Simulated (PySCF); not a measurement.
Sn(Cl)2(Me)(OMe) (C2H6Cl2OSn), SMILES [Cl][Sn]([CH3])([Cl])[O]C. Atoms are numbered in the order given.

```xyz
12

C      2.7478     0.2535     0.0000
O      1.5858     1.0596     0.0000
Sn    -0.2188     0.2514     0.0000
C     -1.7007     1.7953     0.0000
Cl    -0.3374    -1.1649    -1.8896
Cl    -0.3374    -1.1649     1.8896
H      2.8095    -0.3927     0.8956
H      2.8095    -0.3927    -0.8956
H      3.6251     0.9214     0.0000
H     -2.3150     1.6889    -0.9032
H     -1.1711     2.7573     0.0000
H     -2.3150     1.6889     0.9032
```

Geometry optimised at B3LYP-D3(BJ)/def2-SVP. The def2 effective core potentials stand for the cores of Sn; spin–orbit coupling is left out. Other conformers were not sampled.

Computed with HF/def2-TZVP (PySCF).

ESP charges are fitted to the potential on shells at 1.4 to 2.0 van der Waals radii. Atomic charges (e):

```tsv
atom	Löwdin	Mulliken	ESP fit
C1	-0.35	-0.10	-0.24
O2	-0.20	-0.67	-0.37
Sn3	?	1.42	0.77
C4	?	-0.59	-0.53
Cl5	?	-0.43	-0.26
Cl6	?	-0.43	-0.26
H7	0.10	0.11	0.11
H8	0.10	0.11	0.11
H9	0.10	0.11	0.13
H10	0.13	0.16	0.17
H11	0.13	0.17	0.18
H12	0.13	0.16	0.17
```

**Question.** Fill in the missing entries. (An estimate is asked for; the answer gives what the named calculation found.)

**Answer.** 
- Sn3, Löwdin: 0.40
- C4, Löwdin: -0.48
- Cl5, Löwdin: -0.02
- Cl6, Löwdin: -0.02
